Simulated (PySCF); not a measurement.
Species: 3,4-dimethylphosphinine, C7H9P.
Numbering: `[CH3:1][c:2]1[cH:3][cH:4][p:5][cH:6][c:7]1[CH3:8]`

NICS = −σ at a ghost point: NICS(0) at the centroid of the ring atoms, NICS(1) 1 Å to either side along the normal of their mean plane, zz for the tensor component along that normal. Level: GIAO PBE0/pcSseg-1 (PySCF, non-relativistic, gas phase) on the GFN2-xTB geometry, one conformer.

Ring bond lengths (Å), with Mayer bond orders in brackets: C2–C3 1.390 (1.45), C3–C4 1.378 (1.47), C4–P5 1.731 (1.32), P5–C6 1.732 (1.32), C6–C7 1.383 (1.49), C7–C2 1.401 (1.32).

What do the NICS probes read (ppm)?

```json
{"ring": "C2–C3–C4–P5–C6–C7", "type": "6-membered ring with P; formal bonds all aromatic", "NICS(0)": "-7.5", "NICS(1), two faces": "-10.7 / -10.7", "NICS(1)zz, two faces": "-26.4 / -26.4", "rms pucker (Å)": "0.00", "centre to ring atoms, mean (Å)": "1.49"}
```

What can be read from them?

- C2–C3–C4–P5–C6–C7: mean NICS(1)zz -26.4 ppm, shielded.

How equal are the bonds by HOMA? HOMA takes Krygowski's 1993 parameters.

- C2–C3–C4–P5–C6–C7: HOMA 0.94; the largest term is that of P5–C6, α(R − Ropt)² = 0.13.

What is the mean of the two in-plane components of NICS at the second NICS(1) probe listed for ring C2–C3–C4–P5–C6–C7, 1 Å off the ring?

The isotropic value is a third of the trace: (3 × -10.7 − (-26.4))/2 = -2.8 ppm.

How shielded are the nuclei of the rings and their hydrogens (means over atoms taken as equivalent)?

```json
{"atoms": "C2", "environment": "substituted aromatic carbon", "σ isotropic (ppm)": "44.0", "principal values of the symmetric part, first atom (ppm)": "-51.7, 8.6, 175.0"}
{"atoms": "C3", "environment": "aromatic CH carbon", "σ isotropic (ppm)": "46.1", "principal values of the symmetric part, first atom (ppm)": "-62.4, 43.8, 157.0"}
{"atoms": "C4", "environment": "aromatic CH carbon", "σ isotropic (ppm)": "23.2", "principal values of the symmetric part, first atom (ppm)": "-144.2, 33.8, 180.1"}
{"atoms": "P5", "environment": "phosphorus bonded to 2 C", "σ isotropic (ppm)": "99.5", "principal values of the symmetric part, first atom (ppm)": "-166.4, -52.1, 516.9"}
{"atoms": "C6", "environment": "aromatic CH carbon", "σ isotropic (ppm)": "21.8", "principal values of the symmetric part, first atom (ppm)": "-137.2, 42.4, 160.2"}
{"atoms": "C7", "environment": "substituted aromatic carbon", "σ isotropic (ppm)": "39.7", "principal values of the symmetric part, first atom (ppm)": "-65.0, 8.6, 175.4"}
{"atoms": "H on C3", "environment": "aromatic hydrogen", "σ isotropic (ppm)": "23.66", "principal values of the symmetric part, first atom (ppm)": "19.0, 23.3, 28.7"}
{"atoms": "H on C4", "environment": "aromatic hydrogen", "σ isotropic (ppm)": "22.69", "principal values of the symmetric part, first atom (ppm)": "20.2, 20.8, 27.1"}
{"atoms": "H on C6", "environment": "aromatic hydrogen", "σ isotropic (ppm)": "22.72", "principal values of the symmetric part, first atom (ppm)": "19.3, 20.2, 28.7"}
```
